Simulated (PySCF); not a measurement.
**Diatomics of Si with group 15**

r²SCAN with double-zeta basis sets in PySCF, for the lowest determinant that a PBE0 search found; no spin–orbit coupling. De refers to high-spin ground-configuration atoms. A positive dipole means M(−)Si(+).

```json
{"M": "N", "basis": "def2-SVP", "state (unpaired electrons)": "doublet (σ ↑)", "Re (Å)": "1.581", "ωe (cm⁻¹)": "1178", "De (eV)": "4.39", "μ (D)": "2.26"}
{"M": "P", "basis": "def2-SVP", "state (unpaired electrons)": "doublet (π ↑)", "Re (Å)": "2.088", "ωe (cm⁻¹)": "627", "De (eV)": "3.60", "μ (D)": "0.71"}
{"M": "As", "basis": "cc-pV(D+d)Z/cc-pVDZ-PP", "state (unpaired electrons)": "doublet (π ↑)", "Re (Å)": "2.186", "ωe (cm⁻¹)": "495", "De (eV)": "3.28", "μ (D)": "0.41"}
{"M": "Sb", "basis": "def2-SVP", "state (unpaired electrons)": "doublet (π ↑)", "Re (Å)": "2.396", "ωe (cm⁻¹)": "419", "De (eV)": "2.76", "μ (D)": "-0.27"}
{"M": "Bi", "basis": "def2-SVP", "state (unpaired electrons)": "doublet (π ↑)", "Re (Å)": "2.477", "ωe (cm⁻¹)": "375", "De (eV)": "2.45", "μ (D)": "-0.76"}
```

The shortest bond is that of SiN (1.581 Å), the longest that of SiBi (2.477 Å). SiN is bound most strongly (4.39 eV) and SiBi least (2.45 eV).

The rows differ in basis set, which adds steps of its own.

The state changes along the series, so neighbouring rows are not always alike in their bonding.

Spin–orbit coupling is left out, which matters for elements this heavy, above all for dissociation energies. States were picked by a PBE0 search and need not be the measured ground states.
